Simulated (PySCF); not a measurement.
Excitation energy of N by level of theory

N [He] 2s2 2p3 (4S) → N [He] 2s1 2p4 (4P), as a difference of total energies. All numbers are calculated (PySCF 2.14, the spin-free X2C one-electron Hamiltonian (Gaussian nucleus), in x2c-TZVPPall). Correlated levels: valence: 1s2 frozen; valence and next inner shell: nothing frozen. The calculations carry no spin-orbit coupling.

```tsv
method	excitation energy (cm⁻¹)	error (cm⁻¹)
UHF	88334	+201
LDA	85585	-2547
PBE	84117	-4015
PBE0	86064	-2069
r2SCAN	83583	-4549
TPSS	85780	-2352
M06-L	87320	-812
r2SCANh	84251	-3882
BHandHLYP	88760	+627
ROHF	89193	+1061
MP2 (valence)	89338	+1205
SCS-MP2 (valence)	89449	+1316
MP2 (valence and next inner shell)	89222	+1090
SCS-MP2 (valence and next inner shell)	89384	+1251
```

Reference: 88132 cm⁻¹ (measured; NIST levels, between the centres of gravity of the two terms).

Errors of the correlated levels include the incompleteness of this basis and the frozen core.
